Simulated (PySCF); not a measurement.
Start geometry of `C/N=C\CCCNC` from GFN2-xTB (Å):
```
atom  x, y, z in Å
C1     3.9617    0.2791   -0.0856
N2     3.3573   -0.6040    0.8633
C3     2.0967   -0.7385    0.9430
C4     1.0915   -0.0452    0.1353
C5    -0.3559   -0.4605    0.5358
C6    -1.4200    0.2066   -0.3332
N7    -2.7330   -0.1225    0.1593
C8    -3.7863    0.4345   -0.6648
H9     3.6810    0.0311   -1.0964
H10    5.0207    0.2649    0.0382
H11    3.5902    1.3284    0.0798
H12    1.7759   -1.4371    1.7099
H13    1.1988   -0.2693   -0.9288
H14    1.1668    1.0386    0.2516
H15   -0.5396   -0.1796    1.5841
H16   -0.4519   -1.5263    0.4829
H17   -1.3082    1.3026   -0.2930
H18   -1.2782   -0.1018   -1.3779
H19   -2.8462   -1.1385    0.2140
H20   -4.7871    0.1362   -0.2395
H21   -3.7516    1.5179   -0.6432
H22   -3.7479    0.0878   -1.7220
```

Task: What comes out of this run: PBE0-D3(BJ)/def2-SVP geometry optimisation, gas phase in PySCF?

Result: 
```
atom  x, y, z in Å
C1     3.896    0.384   -0.064
N2     3.387   -0.516    0.939
C3     2.134   -0.681    1.028
C4     1.068   -0.035    0.184
C5    -0.343   -0.463    0.549
C6    -1.409    0.163   -0.331
N7    -2.733   -0.235    0.076
C8    -3.794    0.340   -0.708
H9     3.619    0.067   -1.087
H10    4.994    0.427   -0.013
H11    3.511    1.413    0.063
H12    1.781   -1.377    1.810
H13    1.274   -0.257   -0.881
H14    1.167    1.065    0.265
H15   -0.561   -0.208    1.600
H16   -0.416   -1.564    0.482
H17   -1.342    1.264   -0.254
H18   -1.188   -0.073   -1.400
H19   -2.804   -1.250    0.076
H20   -4.768   -0.037   -0.363
H21   -3.805    1.435   -0.577
H22   -3.721    0.147   -1.802
```

The energy falls by 19.7 kJ/mol over 9 energy and gradient evaluations, the largest force component goes from 0.0447 to 3.7e-04 Eh/bohr, and the atoms move by 0.076 Å rms after alignment. Among the bonds, C3–C4 and C4–C5 change most and about equally (-0.039 to +0.040 Å). Bonds longer at the end by more than 0.005 Å: 10 of 21; shorter: 6. Among the angles that change most is C5–C4–H13, from 106.7° to 110.3°. Rotational constants go from 8807, 591.7, 564.9 to 8578, 592.9, 565.1 MHz. The orientation of the end geometry is arbitrary; only internal coordinates are fixed.

The run used 182 basis functions and 59 SCF cycles in all. Time: 2.3 min of wall time; peak memory 0.75 GiB. Hardware: an Intel Xeon Platinum 8375C at 2.90 GHz with one thread, shared host with 64 logical CPUs at a one-minute load of 17.

PBE0-D3(BJ)/def2-SVP frequencies: not computed here. One conformer, not necessarily the lowest.
